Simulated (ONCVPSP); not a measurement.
What the settings do to the ONCV potential of Pd (Z = 46)

Base potential:

```json
{
 "Element": "Pd",
 "Generator": "ONCVPSP 4.0.1",
 "Type": "optimised norm-conserving Vanderbilt (ONCV)",
 "Functional": "PBE",
 "Relativity": "scalar-relativistic",
 "Frozen core": "[Kr]",
 "Valence charge": "10",
 "Reference configuration": "4d9 5s1",
 "Partial waves": "5s: rc 2.35 bohr, ncon 5, nbas 8, qcut 2.7 1/bohr, 2 projectors, debl 0.8 Ha; p scattering state at 0.21 Ha: rc 2.00 bohr, ncon 4, nbas 7, qcut 4.2 1/bohr, 3 projectors, debl 0.4 Ha; 4d: rc 2.00 bohr, ncon 4, nbas 9, qcut 7.5 1/bohr, 2 projectors, debl 2.1 Ha",
 "Local potential": "polynomial inside 1.35 bohr (lpopt 5, dvloc0 0 Ha)",
 "Core correction": "Teter function, fcfact 5.5, rcfact 1.65"
}
```

All-electron outer shells of the reference configuration (PBE, scalar-relativistic, ld1.x):

```json
{"shell": "4p", "level (eV)": "-54.47", "outermost node (bohr)": "0.46", "outermost maximum (bohr)": "0.91"}
{"shell": "4d", "level (eV)": "-6.69", "outermost node (bohr)": "0.45", "outermost maximum (bohr)": "1.09"}
{"shell": "5s", "level (eV)": "-4.35", "outermost node (bohr)": "1.15", "outermost maximum (bohr)": "2.58"}
```

Cutoffs, loose and tight: the cutoffs (Ha) at which the residual kinetic energy of the hardest occupied pseudo-wave falls to 1 and 0.1 mHa per electron. They do not see the model core or the augmentation charge, which bear on the density cutoff. Test errors are all-electron minus pseudo excitation energies from the reference, over the configurations 4d10 5s0; 4d9 5s0; 4d8 5s0; 4d7 5s0. A dash means not determined; rows that change the core or the reference have their own tests.

A true bound ghost makes a file unfit for plane-wave use even where its test errors are small: the radial tests pick states by their node count and pass the ghost by.

| change | outcome | cutoff, loose | cutoff, tight | bound ghosts | GHOST(+) flags above zero | largest test error (meV) |
| --- | --- | --- | --- | --- | --- | --- |
| base | generated | 21 Ha | 24 Ha | s, p | p | -642 |
| s: qcut 2.6; p: qcut 4; d: qcut 7.1 | generated | 20 Ha | 23 Ha | s, p | p | -623 |
| local potential polynomial inside 1.25 bohr (lpopt 5, dvloc0 3 Ha) | generated | 21 Ha | 24 Ha | s, p | p | -642 |
| d: debl 3.2 | generated | 21 Ha | 24 Ha | s, p | p | -642 |
| s: nproj 3 | generated | 21 Ha | 24 Ha | s, p | s, p | -642 |
| core correction Teter function, fcfact 5.5, rcfact 1.26 | generated | 21 Ha | 24 Ha | s, p | p | -70 |
| d: qcut 8.9 | generated | 25 Ha | 29 Ha | s, p | p | -686 |
| p: nbas 9 | generated | 21 Ha | 24 Ha | s, p | none | -642 |
| d: rc 2.44 | generated | 18 Ha | 21 Ha | s, p | p | -525 |

Question: What comes out with this change to the base: functional Wu-Cohen?

Answer: outcome: generated; cutoff, loose: 21 Ha; cutoff, tight: 24 Ha; bound ghosts: s, p; GHOST(+) flags above zero: p; largest test error (meV): -552.

Question: What comes out with this change to the base: d: rc 2.78?

Answer: outcome: generated; cutoff, loose: 16 Ha; cutoff, tight: 19 Ha; bound ghosts: s, p; GHOST(+) flags above zero: p; largest test error (meV): -384.
